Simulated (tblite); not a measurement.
C3H6OSi.
Numbering: `[O:1]=[CH:2][SiH:3]1[CH2:4][CH2:5]1` (hydrogens: H6 on C2; H7 on Si3; H8, H9 on C4; H10, H11 on C5)

Structure used (GFN2-xTB), in Å, numbered top down from 1:
```xyz
11
C3H6OSi angstrom
O      2.9703   -0.3777    0.8201
C      1.9901   -0.2352    0.1284
Si     0.2425   -0.0520    0.8090
C     -1.1262   -0.6228   -0.3702
C     -0.9495    0.8883   -0.3247
H      2.1029   -0.2104   -0.9770
H      0.0534   -0.0767    2.2453
H     -2.0429   -1.0051    0.0528
H     -0.8837   -1.1092   -1.3040
H     -0.5932    1.3586   -1.2299
H     -1.7583    1.4449    0.1241
```

Computed values, GFN2-xTB/tblite, gas phase, harmonic and unscaled. The method is semi-empirical: single wavenumbers can be off by several per cent or more. Modes of hydrogen on silicon can be 10 to 20 % off. One conformer, not necessarily the lowest.

Harmonic wavenumbers (cm⁻¹): 102.0, 119.7, 181.6, 333.5, 467.4, 564.5, 678.0, 689.7, 699.5, 721.9, 773.3, 786.0, 858.8, 1009.7, 1038.6, 1097.1, 1159.0, 1352.4, 1425.6, 1449.8, 1707.0, 2383.0, 2688.3, 3064.7, 3070.5, 3079.0, 3094.9.

A = 11578, B = 2180, C = 2148 MHz; mass 86.019 u (most abundant isotopes); point group Cs, symmetry number 1.

Task: What is the zero-point energy?

Result: Half the sum of the wavenumbers: 17298 cm⁻¹ = 206.93 kJ/mol.

Task: Entropy at 298.15 K, 1 bar (ideal gas, RRHO, classical rotation)?

Result: Translation 164.41, rotation 109.56, vibration 56.60: S = 330.6 J/(mol K).

Task: And Cp and H(298.15 K) − H(0)?

Result: Cp = 102.80 J/(mol K), of which vibrations give 69.54 (their classical limit is 27 R = 224.5); H(298.15 K) − H(0) = 19.50 kJ/mol without the zero-point energy, 9.59 from vibrations.

Task: How do the functions run with temperature in this model?

Result: 
```json
{"T (K)": "100", "S (J/(mol K))": "251.1", "Cp (J/(mol K))": "54.0", "H − H(0) (kJ/mol)": "4.22", "G − H(0) (kJ/mol)": "-20.89", "ln q(vib)": "0.54"}
{"T (K)": "200", "S (J/(mol K))": "295.1", "Cp (J/(mol K))": "76.7", "H − H(0) (kJ/mol)": "10.69", "G − H(0) (kJ/mol)": "-48.32", "ln q(vib)": "1.71"}
{"T (K)": "300", "S (J/(mol K))": "331.2", "Cp (J/(mol K))": "103.3", "H − H(0) (kJ/mol)": "19.70", "G − H(0) (kJ/mol)": "-79.67", "ln q(vib)": "2.96"}
{"T (K)": "500", "S (J/(mol K))": "394.6", "Cp (J/(mol K))": "145.4", "H − H(0) (kJ/mol)": "44.87", "G − H(0) (kJ/mol)": "-152.43", "ln q(vib)": "5.65"}
{"T (K)": "800", "S (J/(mol K))": "471.9", "Cp (J/(mol K))": "183.2", "H − H(0) (kJ/mol)": "94.69", "G − H(0) (kJ/mol)": "-282.87", "ln q(vib)": "9.63"}
{"T (K)": "1000", "S (J/(mol K))": "514.7", "Cp (J/(mol K))": "199.5", "H − H(0) (kJ/mol)": "133.04", "G − H(0) (kJ/mol)": "-381.63", "ln q(vib)": "12.11"}
```

q(vib) and H(0) count from the zero-point level.

Task: Blend soft modes into free rotors: weight 1/[1 + (100 cm⁻¹/ν̃)⁴] for the oscillator and the rest for a rotor with moment μB/(μ + B), μ = h/(8π²ν), B = 10⁻⁴⁴ kg m². What vibrational entropy results?

Result: 54.86 J/(mol K) in place of 56.60, which changes −T·S at 298.15 K by +0.52 kJ/mol.

Task: Which modes carry the vibrational entropy at 298.15 K?

Result: 102.0 cm⁻¹: 14.29; 119.7 cm⁻¹: 12.99; 181.6 cm⁻¹: 9.67; 333.5 cm⁻¹: 5.20; 467.4 cm⁻¹: 3.12; 564.5 cm⁻¹: 2.15 J/(mol K); the other 21 give 9.18 together.

Hindered rotation and anharmonicity are outside this model. Other conformers, if any are populated, would add a mixing term that is left out.
